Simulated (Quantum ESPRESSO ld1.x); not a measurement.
The numbers below are computed, except where a source is named.
Q: The aim is neutral ruthenium in [Kr] 4d7 5s1. This ld1.x (Quantum ESPRESSO 7.5) run was made with `OMP_NUM_THREADS=1 ld1.x < ld1.in > ld1.out`. Can the result be used? Name any fault.

```
 &input
    zed=44.0,
    iswitch=1,
    rel=1,
    lsd=1,
    dft='PZ',
    config='[Kr] 4d7 5s1',
    verbosity='high',
    isic=1,
    latt=1,
    prefix='ld1',
    max_out_wfc=37,
    file_charge='ld1.rho',
 /
```

Output (excerpt):

```
     Program LD1 v.7.5 starts

 %%%%%%%%%%%%%%%%%%%%%%%%%%%%%%%%%%%%%%%%%%%%%%%%%%%%%%%%%%%%%%%%%%%%%%%%%%%%%%
     Error in routine ld1_readin (1):
     isic and latter correction not allowed
 %%%%%%%%%%%%%%%%%%%%%%%%%%%%%%%%%%%%%%%%%%%%%%%%%%%%%%%%%%%%%%%%%%%%%%%%%%%%%%

     stopping ...
```

A: No (refused). The line at issue: isic=1 latt=1. The program stops in ld1_readin with "isic and latter correction not allowed": the two corrections exclude each other. The sound input gives -4526.3377 hartree.
